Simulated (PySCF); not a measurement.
Cartesian coordinates in Å; atom numbers follow the order of the lines, from 1:
```xyz
20

C     2.3780   -0.7107   -0.5577
N     1.1595   -0.0498   -0.1445
C     1.3718    1.0315    0.7917
C     0.0137   -0.8179   -0.1369
O     0.0343   -2.0175   -0.3377
N    -1.1570   -0.1328    0.1153
C    -2.3504   -0.9332    0.2832
C    -1.4104    1.1855   -0.4222
H     2.9125   -1.1482    0.2926
H     3.0258    0.0167   -1.0490
H     2.1239   -1.5072   -1.2524
H     2.1352    0.7442    1.5234
H     1.7217    1.9273    0.2705
H     0.4562    1.2597    1.3288
H    -3.0201   -0.4282    0.9809
H    -2.8740   -1.0873   -0.6668
H    -2.0658   -1.9037    0.6821
H    -2.1680    1.1245   -1.2115
H    -1.7864    1.8529    0.3588
H    -0.5056    1.6047   -0.8517
```

How the numbers were obtained: GFN2-xTB structure, PBE0/pcSseg-1 with gauge-including orbitals, in PySCF 2.14 (gas phase, non-relativistic Hamiltonian, one conformer, fast rotation and ring inversion assumed for equivalent nuclei).

Referencing at the same level of theory: $^{13}$C (σ = 186.93 ppm), $^{1}$H (σ = 31.72 ppm) vs TMS; $^{15}$N (σ = 267.73 ppm) against NH3; $^{17}$O (σ = 336.08 ppm) against H2O.

| atoms | nucleus | count | Hirshfeld charge | δ (ppm) |
| --- | --- | --- | --- | --- |
| O5 | $^{17}$O | 1 | -0.30 | ? |
| N2/N6 | $^{15}$N | 2 | -0.06 | 85.1 |
| H9/H10/H11/H12/H13/H14/H15/H16/H17/H18/H19/H20 | $^{1}$H | 12 | 0.04 | 2.85 |
| C4 | $^{13}$C | 1 | 0.20 | 169.0 |
| C1/C3/C7/C8 | $^{13}$C | 4 | -0.07 | ? |

Task: Complete the table.

Result: 
- C1/C3/C7/C8: 40.5 ppm, methyl carbon bonded to N; pulled downfield by the heteroatom
- O5: 354.9 ppm, amide-type carbonyl oxygen

Shifts are as computed. Against solution values, carbons near 30 ppm lie about +3 ppm off and those near 130 ppm about +5 ppm. Of 1211 compounds with measured shifts, 218 miss one by over three times the rms of a fit or turn the order of signals round; such compounds aren't used in these exercises. Unscaled 17O shifts of doubly bonded oxygen tend to come out too high, by tens of ppm or more. Experimental scales use liquid or dissolved standards, which lie at an offset from isolated NH3 (liquid NH3: subtract about 20 ppm) and H2O (liquid H2O: subtract about 36 ppm).
